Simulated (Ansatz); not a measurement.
Cl$_{5}$Nb, charge -1, doublet, geometry from GFN2-xTB (such geometries of metal compounds can be far from the true shape) (the multiplicity is a formal guess) (core potentials on Nb) (a gas-phase anion, which may not be bound at this level); Ansatz (a first-principles code) with BHLYP/def2-SVP.

Ansatz was given this input:
Ansatz 0.2 input:
```yaml
crystal:
  periodic: [false, false, false]
  atoms:
    - {symbol: Nb, position_ang: [-0.08605415, 0.01826542, 0.05623721]}
    - {symbol: Cl, position_ang: [1.86039851, -0.39487872, -1.21578815]}
    - {symbol: Cl, position_ang: [0.97858169, -1.02629909, 2.00042968]}
    - {symbol: Cl, position_ang: [-1.12922243, 1.05827333, -1.90198452]}
    - {symbol: Cl, position_ang: [-1.53365921, -1.72671987, -0.09399808]}
    - {symbol: Cl, position_ang: [0.03144382, 2.04557246, 1.07571015]}
basis:
  gaussian:
    orbitals: def2-SVP
hamiltonian:
  xc: {name: BHLYP}
total_charge: -1
magnetization: {spin_polarized: true, initial_magnetization: 1}
```

It wrote (shortened):

```
Functional definition: BHLYP
1127 factors; integrals over basis functions are off by at most 1.1e-3 eV
mean field evaluation 1: about -64148.6266 eV, gradient 2.1e1 eV
mean field evaluation 2: about -64138.2380 eV, gradient 5.3e1 eV
mean field evaluation 4: about -64151.4294 eV, gradient 7.5e-1 eV
mean field evaluation 8: about -64151.7446 eV, gradient 1.0e-1 eV
mean field evaluation 16: about -64151.7448 eV, gradient 4.1e-4 eV
mean field evaluation 32: about -64151.6546 eV, gradient 1.7e0 eV
mean field -64151.74480275 eV, -2357.5331378866 hartree, gradient 9.0e-6 eV, S^2 0.754074; 3 other end points of the search recorded, 0 dependent functions left out
reference -64151.74502272 eV, -2357.5331459702 hartree; 50, 49 occupied and 71, 72 virtual orbitals, 1127 factors
Total energy: -64151.74502272 eV, -2357.5331459702 hartree
```
